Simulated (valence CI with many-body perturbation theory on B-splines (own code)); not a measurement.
**Eu³²⁺: calculated level list**

Level of theory: valence CI with perturbative core correlation (CI+MBPT): three valence electrons over a frozen Dirac-Fock core [Ar] 3d10, a basis of 11 s, 11 p, 9 d, 7 f, 5 g, 2 h, 1 i functions for each j, with the one-electron correlation potential Σ1, the two-electron term Σ2, the three-electron term Σ3, Breit, model QED; selected CI, second order for the rest (own B-spline code, finite nucleus).

No measured spectrum was set against this ion. As an estimate, large intervals hold to a few tenths of a per cent, small ones and those within an open d or f shell to about a per cent.

Levels 46 to 66 of 66, with energies above the lowest level, (4s^2 4p1/2) J=1/2. "Leading %" is the weight of the configuration and term that name the level; weights of strongly mixed levels are sums over their largest components and can fall short. In the jj column 3d3/2^4 stands for four electrons in 3d with j = 3/2. Lifetimes count E1, E2, E3, M1 and M2 decay at the calculated energies, and are blank where another channel may lead or the interval is too uncertain; long ones can be off by a factor of two.

| No. | Configuration | Term | J | E (× 10³ cm⁻¹) | Leading % | Second component | Lifetime | Leading jj |
| --- | --- | --- | --- | --- | --- | --- | --- | --- |
| 46 | 4p2 4d | 4F | 3/2 | 2722.2 | 37 | 31 % 4p2 4d 2P | 5.18 ps | 4p1/2 4p3/2 4d3/2 (95 %) |
| 47 | 4p2 4d | 2G | 7/2 | 2722.4 | 42 | 27 % 4p2 4d 2F | 14.3 ps | 4p1/2 4p3/2 4d3/2 (86 %) |
| 48 | 4p2 4d | 4D | 1/2 | 2726.5 | 82 | 15 % 4p2 4d 2P | 5.44 ps | 4p1/2 4p3/2 4d3/2 (98 %) |
| 49 | 4p2 4d | 4D | 7/2 | 2776.0 | 41 | 38 % 4p2 4d 4F | 11.1 ps | 4p1/2 4p3/2 4d5/2 (93 %) |
| 50 | 4p2 4d | 2G | 9/2 | 2803.3 | 55 | 39 % 4p2 4d 4F | 13.6 ps | 4p1/2 4p3/2 4d5/2 (93 %) |
| 51 | 4p2 4d | 4P | 5/2 | 2808.4 | 30 | 22 % 4p2 4d 2F | 2.10 ps | 4p1/2 4p3/2 4d3/2 (53 %) |
| 52 | 4p2 4d | 2D | 3/2 | 2809.9 | 37 | 30 % 4p2 4d 2P | 2.43 ps | 4p1/2 4p3/2 4d3/2 (48 %) |
| 53 | 4p2 4d | 4D | 5/2 | 2835.2 | 38 | 26 % 4p2 4d 2D | 3.04 ps | 4p1/2 4p3/2 4d5/2 (61 %) |
| 54 | 4p2 4d | 4P | 1/2 | 2836.8 | 42 | 27 % 4p2 4d 2S | 1.64 ps | 4p1/2 4p3/2 4d3/2 (92 %) |
| 55 | 4p2 4d | 4P | 3/2 | 2838.6 | 46 | 39 % 4p2 4d 2P | 2.06 ps | 4p1/2 4p3/2 4d5/2 (49 %) |
| 56 | 4p2 4d | 2F | 7/2 | 2849.6 | 31 | 17 % 4p2 4d 2G | 4.80 ps | 4p1/2 4p3/2 4d5/2 (71 %) |
| 57 | 4p2 4d | 2D | 5/2 | 2864.8 | 38 | 25 % 4p2 4d 4P | 2.81 ps | 4p1/2 4p3/2 4d5/2 (75 %) |
| 58 | 4s 4p 4f | 4G | 5/2 | 2913.5 | 72 | 13 % 4s 4p 4f 4F | 3.56 ps | 4s 4p1/2 4f5/2 (84 %) |
| 59 | 4p2 4d | 2D | 3/2 | 2918.9 | 67 | 11 % 4p2 4d 2P | 3.43 ps | 4p1/2 4p3/2 4d5/2 (85 %) |
| 60 | 4p2 4d | 2P | 1/2 | 2926.0 | 65 | 28 % 4p2 4d 2S | 2.73 ps | 4p1/2 4p3/2 4d5/2 (91 %) |
| 61 | 4s 4p 4f | 4G | 7/2 | 2928.6 | 52 | 27 % 4s 4p 4f 4F | 4.30 ps | 4s 4p1/2 4f7/2 (53 %) |
| 62 | 4s 4p 4f | 4F | 3/2 | 2952.5 | 58 | 22 % 4s 4p 4f 2D | 4.40 ps | 4s 4p1/2 4f5/2 (84 %) |
| 63 | 4s 4p 4f | 4G | 9/2 | 2955.2 | 34 | 31 % 4s 4p 4f 4F | 7.46 ps | 4s 4p1/2 4f7/2 (86 %) |
| 64 | 4s 4p 4f | 4F | 5/2 | 2957.3 | 35 | 28 % 4s 4p 4f 4D | 4.09 ps | 4s 4p1/2 4f5/2 (56 %) |
| 65 | 4s 4p 4f | 4D | 7/2 | 2961.3 | 45 | 28 % 4s 4p 4f 2F | 3.46 ps | 4s 4p1/2 4f7/2 (70 %) |
| 66 | 4s 4p 4f | 2G | 7/2 | 3024.1 | 46 | 20 % 4s 4p 4f 2F | 3.97 ps | 4s 4p1/2 4f7/2 (48 %) |
